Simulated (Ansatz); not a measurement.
Calculated with Ansatz (gas phase, PBE0-D4/def2-TZVP geometries, no zero-point term in ΔE). CCSD(T)/CBS is the MP2 limit (def2-TZVPP, def2-QZVPP) plus CCSD(T) − MP2 in def2-TZVPP, frozen cores. Functionals use def2-TZVPP. B3LYP here is the variant with VWN-RPA as its local correlation; programs differ in this. For Ga, Ge outer-core shells are correlated without core-valence functions, which leaves a few kJ/mol of doubt a bond. Scalar relativity is left out up to krypton. Each species was taken in one conformer, which may not be the lowest.

Consider the formal exchange of groups at the Si–N bond: `[GaH2][NH][SiH2][SiH2][GeH3]` + disilane → `[SiH3][SiH2][SiH2][SiH2][GeH3]` + `[NH2][GaH2]`.

`[GaH2][NH][SiH2][SiH2][GeH3]`:

```xyz
15

Ga    0.704   -0.061    1.996
N     0.998    1.325    0.806
Si    1.212    1.157   -0.891
Si    0.007   -0.750   -1.558
Ge   -1.861   -0.874   -0.082
H     1.149   -1.469    1.478
H     0.270    0.315    3.447
H     0.873    2.261    1.160
H     2.635    1.039   -1.328
H     0.635    2.333   -1.606
H     0.768   -2.024   -1.461
H    -0.523   -0.629   -2.946
H    -2.545   -2.249   -0.020
H    -1.407   -0.579    1.387
H    -2.914    0.205   -0.383
```

`[SiH3][SiH3]`:

```xyz
8

Si    0.076    1.070    0.466
Si   -0.076   -1.070   -0.466
H    -1.281    1.652    0.646
H     0.748    1.008    1.792
H     0.864    1.965   -0.425
H    -0.751   -1.008   -1.790
H    -0.861   -1.966    0.426
H     1.281   -1.650   -0.649
```

`[SiH3][SiH2][SiH2][SiH2][GeH3]`:

Cartesian coordinates in Å:
```
Si 2.472 0.764 0.546
Si 1.239 0.555 -1.429
Si -0.963 1.249 -1.051
Si -1.767 0.152 0.850
Ge -1.370 -2.187 0.656
H 3.889 0.356 0.347
H 2.442 2.176 1.015
H 1.871 -0.095 1.601
H 1.225 -0.876 -1.847
H 1.870 1.353 -2.517
H -0.996 2.725 -0.851
H -1.822 0.913 -2.221
H -3.223 0.400 1.039
H -1.047 0.664 2.049
H -2.030 -2.736 -0.620
H -1.933 -2.953 1.865
H 0.142 -2.459 0.568
```

`[NH2][GaH2]`:

Z-matrix (Å, degrees):
```
N
Ga 1 1.813
H 1 1.006 2 124.1
H 1 1.006 2 124.0 3 -180.0
H 2 1.561 1 116.7 3 -180.0
H 2 1.561 1 116.7 3 0.0
```

```json
{"level": "B3LYP", "ΔE (eV)": "0.33"}
{"level": "MP2/def2-QZVPP", "ΔE (eV)": "0.43"}
```

What does CCSD(T)/CBS give? (An estimate is asked.)

Ansatz gave: +0.38 eV. The listed levels differ from it by -0.05, 0.05 eV.

Largest T1 diagnostic among the species: 0.014.

Leaving LDA and LC-ωPBE aside and taking each functional with its dispersion term where it has one, the values, not all of them listed here, spread over 0.25 eV, from PBE-D4 to BHLYP-D4. LDA lies +0.14 eV from PBE without D4. At CCSD(T), def2-SVP lies −0.07 eV from the extrapolated value and def2-TZVPP +0.03 eV.
